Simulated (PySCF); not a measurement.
SMILES CC(/C=C\[Si](F)(F)F)C (C5H9F3Si) (GFN2-xTB optimised geometry):

```
18

C      1.985     0.994     0.000
C      0.455     0.994     0.000
C     -0.086     2.425     0.000
C     -0.046     0.270     1.207
C     -0.811    -0.819     1.196
Si    -1.438    -1.701    -0.313
F     -2.367    -0.852    -1.287
F     -2.325    -2.961     0.072
F     -0.332    -2.287    -1.295
H      2.367     1.492     0.889
H      2.364    -0.026    -0.017
H      2.359     1.516    -0.877
H      0.102     0.484    -0.902
H     -1.174     2.419    -0.019
H      0.272     2.961    -0.875
H      0.243     2.958     0.890
H      0.261     0.701     2.153
H     -1.105    -1.246     2.147
```

Method: PySCF 2.14.0 with PBE0/def2-SVP.

Problem. What are the frontier orbital energies and the dipole moment?

Solution. HOMO-2 -9.91 eV, HOMO-1 -9.52 eV, HOMO -8.33 eV, LUMO -0.97 eV, LUMO+1 1.31 eV; dipole moment 3.72 D.

On the same geometry PBE/def2-SVP in PySCF gives HOMO-2 -8.42 eV, HOMO-1 -8.01 eV, HOMO -7.09 eV, LUMO -1.88 eV, LUMO+1 0.43 eV; dipole moment 3.46 D.

Meta-Löwdin charges at PBE0/def2-SVP: C1 -0.30, C2 -0.05, C3 -0.30, C4 -0.02, C5 -0.42, Si6 1.52, F7 -0.46, F8 -0.46, F9 -0.46, H10 0.10, H11 0.11, H12 0.11, H13 0.09, H14 0.11, H15 0.11, H16 0.10, H17 0.11, H18 0.13.
